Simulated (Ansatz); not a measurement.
Si22H28⁻, a nanocrystal cut from cubic silicon. Charge -1, multiplicity 2. Geometry PBE-D4/def2-SVP, that of the neutral singlet.

Cartesian coordinates in Å:
```
Si 0.1472 -2.5161 3.2876
Si 2.3633 -3.3921 0.2610
Si 0.0120 1.0958 4.5950
Si -3.0259 -0.4263 2.7965
Si -0.8176 -1.2929 -0.2252
Si -3.9995 0.8016 -0.7225
Si -0.9537 2.3057 1.0676
Si -1.7946 -0.0686 -3.7334
Si 2.2118 0.2190 1.5568
Si 4.4448 -0.6556 -1.4576
Si 1.2462 1.4369 -1.9362
Si 1.3954 -2.1716 -3.2402
Si -1.9348 3.5494 -2.4436
Si -1.2341 -0.8739 4.2575
Si 0.9757 -1.7529 1.2219
Si 3.2034 -2.6270 -1.8017
Si 0.8381 1.8646 2.5286
Si -2.2061 0.3445 0.7302
Si 0.0052 -0.5287 -2.2895
Si -3.1829 1.5824 -2.7887
Si -0.1362 3.0928 -0.9944
Si 3.0568 0.9881 -0.5009
H 1.3053 -2.8276 4.2041
H -0.6377 -3.7869 3.0707
H 1.5686 -4.6588 0.0560
H 3.5017 -3.6967 1.2040
H 1.1599 0.8178 5.5344
H -0.8643 2.1525 5.2220
H -3.8345 -1.6812 2.5738
H -3.9344 0.6204 3.3942
H -1.6170 -2.5568 -0.4448
H -4.8054 -0.4576 -0.9294
H -4.8981 1.8389 -0.0942
H -1.8601 3.3487 1.6816
H -2.5833 -1.3345 -3.9644
H -1.2588 0.4030 -5.0634
H 3.3612 -0.0932 2.4885
H 5.6095 -0.9399 -0.5409
H 4.9919 -0.1615 -2.7744
H 1.7684 1.9159 -3.2720
H 0.5928 -3.4285 -3.4726
H 1.9043 -1.6831 -4.5745
H -2.8186 4.6155 -1.8437
H -1.4122 4.0596 -3.7642
H -1.7657 -1.3694 5.5837
H 4.0933 -3.6841 -2.4163
H 1.6423 3.1302 2.7234
H -4.3387 1.8738 -3.7194
H 0.6789 4.3445 -0.7596
H 3.8357 2.2637 -0.2716
```

Single mean-field runs in def2-SVP are fitted with def2-universal-jkfit. At PBE-D4/def2-SVP, PBE0-D4/def2-SVP the highest occupied level of the charge -1 doublet lies above zero (up to 0.65 eV). By energy differences its removal costs 0.80 eV (vertical, to the charge 0 singlet, at PBE-D4/def2-SVP); self-interaction error and the lack of diffuse functions both raise the level. At PBE-D4/def2-SVP the gap within one spin of the charge -1 doublet nearly closes, so an electron or hole may be smeared out by delocalisation error.

**Question.** Estimate the α-spin orbital energies around the gap (eV) in Ansatz with PBE-D4/def2-SVP, PBE0-D4/def2-SVP.

**Answer.** 
| orbital | PBE-D4/def2-SVP | PBE0-D4/def2-SVP |
| --- | --- | --- |
| HOMO−5 | -3.71 | -4.70 |
| HOMO−4 | -3.69 | -4.69 |
| HOMO−3 | -3.55 | -4.52 |
| HOMO−2 | -3.34 | -4.30 |
| HOMO−1 | -3.33 | -4.29 |
| HOMO | 0.65 | 0.42 |
| LUMO | 0.70 | 1.33 |
| LUMO+1 | 0.71 | 1.34 |
| LUMO+2 | 0.79 | 1.45 |
| LUMO+3 | 0.89 | 1.55 |
| LUMO+4 | 0.89 | 1.56 |
| LUMO+5 | 1.15 | 1.82 |
| β HOMO | -3.30 | -4.24 |
| β LUMO | 0.74 | 1.39 |
